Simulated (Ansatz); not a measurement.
The molecule Cs$_{2}$+, multiplicity 2 (lowest of 2S+1 = 2, 4 at CCSD(T)/def2-TZVPP on PBE0 minima; our sources give no spin for the ground state, which may be another). No spin–orbit coupling.

Seven points along R, fitted to fifth degree in 1/R; most abundant isotopes. Runs in def2 and cc sets follow the lowest solution found near the PBE0 minimum.

Run with Ansatz (a program for electronic structure) with Gaussian orbitals.  In def2 rows elements past Kr take small-core potentials, without spin–orbit coupling.

```json
[
 {"level": "SVWN5/def2-TZVPP", "r_e (Å)": "5.225", "ω_e (cm⁻¹)": "30", "α_e (cm⁻¹)": "2.8e-5", "ω_e x_e (cm⁻¹)": "0.075"},
 {"level": "PBE/def2-TZVPP", "r_e (Å)": "5.424", "ω_e (cm⁻¹)": "28", "α_e (cm⁻¹)": "2.7e-5", "ω_e x_e (cm⁻¹)": "0.073"},
 {"level": "r2SCAN/def2-TZVPP", "r_e (Å)": "5.388", "ω_e (cm⁻¹)": "31", "α_e (cm⁻¹)": "2.4e-5", "ω_e x_e (cm⁻¹)": "0.059"},
 {"level": "B97M-V/def2-TZVPP", "r_e (Å)": "5.434", "ω_e (cm⁻¹)": "23", "α_e (cm⁻¹)": "5.7e-5", "ω_e x_e (cm⁻¹)": "0.15"},
 {"level": "B3LYP/def2-TZVPP", "r_e (Å)": "5.437", "ω_e (cm⁻¹)": "28", "α_e (cm⁻¹)": "2.6e-5", "ω_e x_e (cm⁻¹)": "0.071"},
 {"level": "PBE0/def2-TZVPP", "r_e (Å)": "5.426", "ω_e (cm⁻¹)": "30", "α_e (cm⁻¹)": "2.3e-5", "ω_e x_e (cm⁻¹)": "0.060"},
 {"level": "BHLYP/def2-TZVPP", "r_e (Å)": "5.455", "ω_e (cm⁻¹)": "29", "α_e (cm⁻¹)": "2.1e-5", "ω_e x_e (cm⁻¹)": "0.057"},
 {"level": "CAM-B3LYP/def2-TZVPP", "r_e (Å)": "5.385", "ω_e (cm⁻¹)": "31", "α_e (cm⁻¹)": "2.0e-5", "ω_e x_e (cm⁻¹)": "0.054"},
 {"level": "wB97X-V/def2-TZVPP", "r_e (Å)": "5.488", "ω_e (cm⁻¹)": "31", "α_e (cm⁻¹)": "1.5e-5", "ω_e x_e (cm⁻¹)": "0.041"},
 {"level": "B2PLYP/def2-TZVPP", "r_e (Å)": "5.412", "ω_e (cm⁻¹)": "30", "α_e (cm⁻¹)": "2.1e-5", "ω_e x_e (cm⁻¹)": "0.057"},
 {"level": "CCSD/def2-TZVPP", "r_e (Å)": "5.454", "ω_e (cm⁻¹)": "31", "α_e (cm⁻¹)": "1.7e-5", "ω_e x_e (cm⁻¹)": "0.043"},
 {"level": "CCSD/def2-QZVPP", "r_e (Å)": "5.368", "ω_e (cm⁻¹)": "33", "α_e (cm⁻¹)": "1.5e-5", "ω_e x_e (cm⁻¹)": "0.040"},
 {"level": "CCSD(T)/def2-TZVPP", "r_e (Å)": "5.431", "ω_e (cm⁻¹)": "31", "α_e (cm⁻¹)": "1.7e-5", "ω_e x_e (cm⁻¹)": "0.043"},
 {"level": "CCSD(T)/def2-QZVPP", "r_e (Å)": "5.333", "ω_e (cm⁻¹)": "33", "α_e (cm⁻¹)": "1.5e-5", "ω_e x_e (cm⁻¹)": "0.040"}
]
```

Correlated levels freeze the inner cores; with def2 sets outer-core shells near the valence are correlated too.
